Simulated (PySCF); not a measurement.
## Basis and Hamiltonian dependence of the ionisation energy of Fe⁺

Fe⁺ [Ar] 3d6 4s1 (6D) → Fe²⁺ [Ar] 3d6 (5D). All values are computed (PySCF 2.14, energy differences of UHF-based or UKS calculations, no spin-orbit coupling). Values in eV.

```json
{"basis": "Sapporo-DKH3-DZP-2012", "Hamiltonian": "spin-free X2C", "functions": "40", "UHF": "15.314", "LDA": "n/a", "PBE0": "n/a", "MP2 (valence)": "15.850", "CCSD(T) (valence)": "n/a", "CCSD(T) (valence and next inner shell)": "n/a"}
{"basis": "cc-pVDZ", "Hamiltonian": "non-relativistic", "functions": "43", "UHF": "15.147", "LDA": "n/a", "PBE0": "16.269", "MP2 (valence)": "15.643", "CCSD(T) (valence)": "n/a", "CCSD(T) (valence and next inner shell)": "n/a"}
{"basis": "pcseg-2", "Hamiltonian": "non-relativistic", "functions": "56", "UHF": "15.132", "LDA": "n/a", "PBE0": "n/a", "MP2 (valence)": "15.690", "CCSD(T) (valence)": "n/a", "CCSD(T) (valence and next inner shell)": "n/a"}
{"basis": "aug-cc-pVDZ-DK", "Hamiltonian": "spin-free X2C", "functions": "59", "UHF": "15.333", "LDA": "17.028", "PBE0": "16.484", "MP2 (valence)": "15.891", "CCSD(T) (valence)": "15.946", "CCSD(T) (valence and next inner shell)": "n/a"}
{"basis": "aug-cc-pVDZ", "Hamiltonian": "non-relativistic", "functions": "59", "UHF": "15.146", "LDA": "16.806", "PBE0": "16.272", "MP2 (valence)": "15.685", "CCSD(T) (valence)": "15.740", "CCSD(T) (valence and next inner shell)": "n/a"}
{"basis": "x2c-TZVPPall", "Hamiltonian": "spin-free X2C", "functions": "64", "UHF": "15.303", "LDA": "17.087", "PBE0": "16.500", "MP2 (valence)": "15.858", "CCSD(T) (valence)": "15.899", "CCSD(T) (valence and next inner shell)": "16.111"}
{"basis": "cc-pVTZ-DK", "Hamiltonian": "spin-free X2C", "functions": "68", "UHF": "15.299", "LDA": "n/a", "PBE0": "n/a", "MP2 (valence)": "15.876", "CCSD(T) (valence)": "n/a", "CCSD(T) (valence and next inner shell)": "n/a"}
{"basis": "aug-cc-pVTZ-DK", "Hamiltonian": "spin-free X2C", "functions": "93", "UHF": "15.299", "LDA": "17.119", "PBE0": "16.523", "MP2 (valence)": "15.918", "CCSD(T) (valence)": "15.977", "CCSD(T) (valence and next inner shell)": "n/a"}
{"basis": "def2-QZVPPD", "Hamiltonian": "non-relativistic", "functions": "100", "UHF": "15.109", "LDA": "16.868", "PBE0": "16.295", "MP2 (valence)": "15.700", "CCSD(T) (valence)": "15.758", "CCSD(T) (valence and next inner shell)": "n/a"}
{"basis": "dyall-av2z", "Hamiltonian": "non-relativistic", "functions": "101", "UHF": "15.119", "LDA": "16.859", "PBE0": "16.289", "MP2 (valence)": "15.644", "CCSD(T) (valence)": "15.699", "CCSD(T) (valence and next inner shell)": "n/a"}
{"basis": "x2c-QZVPPall", "Hamiltonian": "spin-free X2C", "functions": "103", "UHF": "15.294", "LDA": "17.093", "PBE0": "16.509", "MP2 (valence)": "15.908", "CCSD(T) (valence)": "n/a", "CCSD(T) (valence and next inner shell)": "n/a"}
{"basis": "aug-cc-pVTZ with one added diffuse shell each of s, p, d, f, g type", "Hamiltonian": "non-relativistic", "functions": "118", "UHF": "15.114", "LDA": "16.895", "PBE0": "16.310", "MP2 (valence)": "15.715", "CCSD(T) (valence)": "n/a", "CCSD(T) (valence and next inner shell)": "n/a"}
{"basis": "aug-cc-pwCVTZ-DK", "Hamiltonian": "spin-free X2C", "functions": "127", "UHF": "15.295", "LDA": "17.093", "PBE0": "16.510", "MP2 (valence)": "15.922", "CCSD(T) (valence)": "n/a", "CCSD(T) (valence and next inner shell)": "n/a"}
{"basis": "x2c-QZVPPall with one added diffuse shell each of s, p, d, f, g type", "Hamiltonian": "spin-free X2C", "functions": "128", "UHF": "15.294", "LDA": "17.093", "PBE0": "16.509", "MP2 (valence)": "15.915", "CCSD(T) (valence)": "n/a", "CCSD(T) (valence and next inner shell)": "n/a"}
```

Frozen in the all-electron rows: valence: [Ar]; valence and next inner shell: [Ne].

Non-relativistic rows lack the scalar-relativistic shift.

Between the lowest levels the reference is 16.199 eV (measured; NIST Atomic Spectra Database, ionization energies); it includes spin-orbit coupling, which these numbers lack.
